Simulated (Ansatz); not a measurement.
Molecular dynamics of CO

Input:

```yaml
accuracy: low
crystal:
  lattice:
    - [7.741753, 0.0, 0.0]
    - [0.0, 7.741753, 0.0]
    - [0.0, 0.0, 7.741753]
  atoms:
    - { symbol: O, position: [1.00113863, 0.2676007, 0.20832267] }
    - { symbol: C, position: [1.07741791, 0.21395349, 0.09420037] }
    - { symbol: O, position: [0.13150759, 0.70607565, 0.45684326] }
    - { symbol: C, position: [0.26124663, 0.75335563, 0.49242243] }
    - { symbol: O, position: [0.8844154, 0.85292631, 0.22662731] }
    - { symbol: C, position: [0.76010549, 0.83346807, 0.14652783] }
    - { symbol: O, position: [0.52555088, 0.27441672, 0.58387547] }
    - { symbol: C, position: [0.48531524, 0.14624428, 0.64006139] }
    - { symbol: O, position: [1.00209923, 0.39823277, 0.63203259] }
    - { symbol: C, position: [1.11566676, 0.34471901, 0.70543385] }
    - { symbol: O, position: [0.25818626, 0.83630032, -0.04034462] }
    - { symbol: C, position: [0.24690293, 0.71559969, 0.03564348] }
    - { symbol: O, position: [0.88205406, 1.00878452, 0.58930854] }
    - { symbol: C, position: [0.93530263, 0.97462603, 0.72308203] }
    - { symbol: O, position: [0.43537076, 0.2017792, 0.13639448] }
    - { symbol: C, position: [0.52372582, 0.24002062, 0.02351854] }
    - { symbol: O, position: [0.60807042, 0.6502256, 0.51534412] }
    - { symbol: C, position: [0.6603549, 0.56688462, 0.40188578] }
    - { symbol: O, position: [0.71744689, 0.52499457, 0.89732847] }
    - { symbol: C, position: [0.58052771, 0.54252261, 0.84105201] }
basis:
  ecutwfc: 420.0
kpoints:
  mp_grid: { grid: [1, 1, 1] }
hamiltonian:
  xc: pbe
  dispersion: d3bj
scf:
  occupations: { method: fermi_dirac, width: 0.05 }
  lower_state_search: "off"
md:
  timestep: 1
  n_steps: 400
  ensemble: nvt_langevin
  temperature: 400.0
  initial_velocities: maxwell_boltzmann
  seed: 219009
  friction: 0.005
```

Launched with:

```bash
$ ansatz run input.yaml --threads 1 --pin off --max-ram 3072MiB --backend cpu --events-out ev --progress --plain --runs-dir out
```

It goes on from the last frame of an earlier run, with new velocities.

Output, in part (step lines):

```
md step     0: t =     0.00 fs  T =   380.0 K  F+E_penalty+E_count = -8166.42653306 eV  E_kin = 0.982376 eV  (11 SCF iters)
md step     1: t =     1.00 fs  T =   414.1 K  F+E_penalty+E_count = -8166.50058199 eV  E_kin = 1.070463 eV  (9 SCF iters)
md step     2: t =     2.00 fs  T =   423.4 K  F+E_penalty+E_count = -8166.54518829 eV  E_kin = 1.094461 eV  (9 SCF iters)
md step     3: t =     3.00 fs  T =   416.5 K  F+E_penalty+E_count = -8166.53057146 eV  E_kin = 1.076739 eV  (8 SCF iters)
md step     4: t =     4.00 fs  T =   397.0 K  F+E_penalty+E_count = -8166.47234922 eV  E_kin = 1.026346 eV  (8 SCF iters)
md step     5: t =     5.00 fs  T =   369.4 K  F+E_penalty+E_count = -8166.41972147 eV  E_kin = 0.955060 eV  (7 SCF iters)
md step     6: t =     6.00 fs  T =   373.8 K  F+E_penalty+E_count = -8166.41174883 eV  E_kin = 0.966375 eV  (7 SCF iters)
md step     7: t =     7.00 fs  T =   418.9 K  F+E_penalty+E_count = -8166.45053300 eV  E_kin = 1.082979 eV  (6 SCF iters)
[... lines left out ...]
md step   399: t =   399.00 fs  T =   345.0 K  F+E_penalty+E_count = -8166.41177478 eV  E_kin = 0.891817 eV  (6 SCF iters)
md step   400: t =   400.00 fs  T =   359.6 K  F+E_penalty+E_count = -8166.44715741 eV  E_kin = 0.929692 eV  (8 SCF iters)
```

The steps, from the saved trajectory:

```tsv
time (fs)	T (K)	potential energy less start (eV)
0.0	380	0.000
13.0	423	0.064
26.0	487	-0.095
39.0	399	-0.018
52.0	362	0.031
65.0	397	-0.090
78.0	357	-0.008
91.0	311	0.044
104.0	415	-0.101
117.0	423	0.030
130.0	337	0.184
143.0	376	0.024
156.0	341	0.143
169.0	330	0.183
182.0	323	0.067
195.0	347	0.050
208.0	426	-0.072
221.0	371	-0.223
234.0	403	-0.184
247.0	447	-0.178
260.0	512	-0.353
273.0	450	-0.251
286.0	467	-0.288
299.0	505	-0.353
312.0	406	-0.208
325.0	430	-0.111
338.0	429	-0.238
351.0	386	-0.048
364.0	342	0.052
377.0	434	-0.119
390.0	348	0.018
```

The run went to its last step. A run of 0.4 ps of so small a system gives no equilibrium averages. Limits of this set-up: coarse k mesh, low accuracy level.

Mean squared displacements from the first frame to the last, about the centre of mass: O 1.66 Å², C 1.47 Å².

Last frame:

```xyz
20
Lattice="7.7418 0.0000 0.0000 0.0000 7.7418 0.0000 0.0000 0.0000 7.7418" Properties=species:S:1:pos:R:3
O 6.978 2.388 1.226
C 7.992 2.015 1.574
O 1.429 5.378 4.037
C 0.661 5.379 3.185
O 5.736 7.515 2.976
C 5.123 6.620 3.302
O 4.344 0.947 4.960
C 3.521 0.146 4.993
O 8.924 1.973 5.308
C 9.677 2.816 5.493
O 1.981 5.226 0.209
C 1.387 4.344 -0.168
O 6.785 7.606 6.168
C 7.140 6.594 6.565
O 3.352 1.898 0.558
C 3.216 0.796 0.459
O 5.138 3.183 2.924
C 5.362 3.798 3.858
O 5.276 3.889 6.820
C 4.961 4.853 7.354
```

Run time: 13 min on 1 thread of AMD EPYC 7R43 64-Core Processor (Zen 3) (shared host), peak memory 0.52 GiB.
